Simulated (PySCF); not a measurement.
Trimethylsilane, C3H10Si.
Numbering: `[CH3:1][SiH:2]([CH3:3])[CH3:4]` (hydrogens: H5, H6, H7 on C1; H8 on Si2; H9, H10, H11 on C3; H12, H13, H14 on C4)

Geometry (PBE0-D3(BJ)/def2-SVP, Å), atoms numbered from 1 in this order:
```
atom  x, y, z in Å
C1    -0.3328    1.6793   -0.5060
Si2   -0.0813    0.0934    0.4759
C3    -1.3011   -1.2219   -0.0942
C4     1.6857   -0.5233    0.2727
H5    -1.3552    2.0689   -0.3812
H6    -0.1667    1.5039   -1.5811
H7     0.3690    2.4632   -0.1803
H8    -0.3283    0.3814    1.9285
H9    -1.1788   -2.1554    0.4769
H10   -1.1539   -1.4562   -1.1609
H11   -2.3403   -0.8809    0.0355
H12    1.9035   -0.7436   -0.7848
H13    2.4128    0.2285    0.6174
H14    1.8543   -1.4453    0.8512
```

Method: PBE0-D3(BJ)/def2-SVP geometry optimisation, gas phase (PySCF 2.14.0).

Masses are those of the commonest isotopes; rigid-rotor values at the optimised geometry. 

Question: Give the principal moments of inertia and the rotational constants in GHz.

Answer: Ia = 95.67, Ib = 95.85, Ic = 161.89 u·Å²; 505379 MHz·u·Å²/I gives 5282, 5272 and 3122 MHz, that is A = 5.2824, B = 5.2723, C = 3.1217 GHz.

Question: Classify the top.

Answer: An oblate symmetric top, as the point group C3v requires two equal moments; the computed ones differ by 0.19 % because the geometry is symmetric only within the optimiser's tolerance; Ray's κ = 0.991.

Question: Is it planar, by Δ = Ic − Ia − Ib?

Answer: Not planar: Δ = Ic − Ia − Ib = -29.64 u·Å². For a rigid frame Δ = −2 Σ m c², so Σ m c² = 14.82 u·Å² lies off the ab plane: 9.03 from hydrogen and 5.78 from heavier atoms. The atom farthest from that plane is 1.86 Å away.

Question: Where do the R-branch lines fall?

Answer: The dipole of 0.60 D lies along the symmetry axis, so ΔK = 0 and J+1 ← J falls at 2B(J+1) for every K: 10.55 GHz, 21.11 GHz, 31.66 GHz, 42.22 GHz, 52.77 GHz for J = 0 to 4.

Question: Estimate the classical rotational partition function at 100 K, 298.15 K and 500 K.

Answer: Point group C3v, symmetry number σ = 3; q = (√π/σ)·√((kT/h)³/(ABC)), k/h = 20836.6 MHz/K: 6030 at 100 K, 31000 at 298.15 K, 67400 at 500 K.

Whether it is a minimum is left open (no frequencies). Constants of a rigid frame at the computed geometry: no zero-point averaging, no centrifugal distortion.

On an Arm Neoverse N1 with one thread, shared host, this took 73 s of wall time and 0.47 GiB of memory at its peak. These figures are those of the optimisation.
